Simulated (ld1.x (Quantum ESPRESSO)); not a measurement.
# Which change was made? (Sb, TM)

```json
{"Element": "Sb", "Generator": "ld1.x (Quantum ESPRESSO) 7.5", "Type": "norm-conserving Troullier–Martins (Kleinman–Bylander form)", "Functional": "LDA (PZ)", "Relativity": "scalar-relativistic", "Frozen core": "[Kr] 4d10", "Valence charge": "5", "Reference configuration": "5s2 5p3", "Partial waves": "5p (bound): rc 2.50 bohr; 5s (bound): rc 2.00 bohr", "Local potential": "the s channel", "Core correction": "none"}
```

Cutoffs, loose and tight: the cutoffs (Ry, on a coarse ladder) from which the occupation-weighted sum of valence levels, in a spherical-Bessel basis at the reference potential, stays within 10 and 1 mRy of its value at 400 Ry. They do not see the model core or the augmentation charge, which bear on the density cutoff. Test errors are all-electron minus pseudo excitation energies from the reference, over the configurations 5s2 5p2; 5s2 5p1; 5s2 5p0; 5s2 5p2.5; 5s1 5p4; 5s0 5p5; 5s1 5p0 (two spin-polarised tests are not counted in the largest error); variants that change the core or the reference have their own tests.

The base gives: outcome: generated; cutoff, loose: 25 Ry; cutoff, tight: 35 Ry; bound ghosts: none; largest test error (meV): +490.

(1) After one change the result is: outcome: generated; cutoff, loose: 30 Ry; cutoff, tight: 55 Ry; bound ghosts: none; largest test error (meV): +508. Which change was it?
A. all radii scaled by about 1.14 (s 2.28, p 2.86 bohr)
B. all radii scaled by about 0.84 (s 1.68, p 2.10 bohr)
C. all radii scaled by about 0.76 (s 1.52, p 1.90 bohr)
D. all radii scaled by about 1.40 (s 2.80, p 3.50 bohr)

Results:

(1) B. The others give: all radii scaled by about 1.40 (s 2.80, p 3.50 bohr) → outcome: generated; cutoff, loose: 10 Ry; cutoff, tight: 21 Ry; bound ghosts: none; largest test error (meV): +272 | all radii scaled by about 1.14 (s 2.28, p 2.86 bohr) → outcome: generated; cutoff, loose: 21 Ry; cutoff, tight: 30 Ry; bound ghosts: none; largest test error (meV): +437 | all radii scaled by about 0.76 (s 1.52, p 1.90 bohr) → outcome: generated; cutoff, loose: 50 Ry; cutoff, tight: 100 Ry; bound ghosts: none; largest test error (meV): +516.
